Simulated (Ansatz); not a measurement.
Geometry optimisation, Ansatz, DFT PBEsol, scalar-relativistic, plane waves, PAW.

Input file:

```yaml
accuracy: low
crystal:
  lattice:
    - [0.0, 5.43, 5.43]
    - [5.43, 0.0, 5.43]
    - [5.43, 5.43, 0.0]
  atoms:
    - { symbol: Si, position: [0.0, 0.0, 0.0] }
    - { symbol: Si, position: [0.125, 0.125, 0.125] }
    - { symbol: Si, position: [0.0, 0.0, 0.5] }
    - { symbol: Si, position: [0.125, 0.125, 0.625] }
    - { symbol: Si, position: [0.0, 0.5, 0.0] }
    - { symbol: Si, position: [0.125, 0.625, 0.125] }
    - { symbol: Si, position: [0.0, 0.5, 0.5] }
    - { symbol: Si, position: [0.125, 0.625, 0.625] }
    - { symbol: Si, position: [0.5, 0.0, 0.0] }
    - { symbol: Si, position: [0.625, 0.125, 0.125] }
    - { symbol: Si, position: [0.5, 0.0, 0.5] }
    - { symbol: Si, position: [0.625, 0.125, 0.625] }
    - { symbol: Si, position: [0.5, 0.5, 0.0] }
    - { symbol: Si, position: [0.625, 0.625, 0.125] }
    - { symbol: Si, position: [0.5, 0.5, 0.5] }
    - { symbol: Si, position: [0.625, 0.625, 0.625] }
    - { symbol: Li, position: [0.8813985, 0.8735172, 0.3663352], spin: 1.0 }
magnetization:
  spin_polarized: true
basis:
  ecutwfc: 420.0
kpoints:
  mp_grid: { grid: [2, 2, 2] }
hamiltonian:
  xc: pbesol
  pseudopotentials: { kind: paw, azcp: { folder: soft_1 } }
scf:
  occupations: { method: fermi_dirac, width: 0.05 }
  lower_state_search: "off"
relax:
  f_tol: 0.08
  max_steps: 25
  adjacent_minimum: "off"
```

Launched with:

```bash
$ ansatz run input.yaml --threads 1 --pin off --max-ram 3072MiB --backend cpu --events-out ev --progress --plain --runs-dir out
```

Where does it end, and by what steps?

It converged. The threshold is loose, so the end isn't yet a minimum. Limits of this set-up: PAW files made for another functional, low accuracy level. After 2 steps the energy has fallen by 0.137 eV; Si1 moved furthest, 0.06 Å.

```json
{"step": "0", "energy less start (eV)": "0.0000", "largest force component (eV/Å)": "0.689", "accepted": "yes"}
{"step": "1", "energy less start (eV)": "-0.1277", "largest force component (eV/Å)": "0.170", "accepted": "yes"}
{"step": "2", "energy less start (eV)": "-0.1370", "largest force component (eV/Å)": "0.037", "accepted": "yes"}
```

```xyz
17
Lattice="0.0000 5.4300 5.4300 5.4300 0.0000 5.4300 5.4300 5.4300 0.0000" Properties=species:S:1:pos:R:3
Si -0.036 -0.035 0.035
Si 1.355 1.356 1.377
Si 2.743 2.744 0.029
Si 4.065 4.071 1.361
Si 2.727 -0.013 2.703
Si 4.052 1.356 4.074
Si 5.398 2.746 2.684
Si 6.786 4.091 4.072
Si -0.013 2.727 2.703
Si 1.355 4.053 4.075
Si 2.742 5.403 2.688
Si 4.089 6.788 4.073
Si 2.727 2.727 5.443
Si 4.073 4.073 6.787
Si 5.417 5.418 5.442
Si 6.786 6.788 6.770
Li 6.769 6.783 9.512
```

Run time: 36 s on 1 thread of Arm Neoverse V2, with other jobs on the host, peak memory 0.65 GiB.
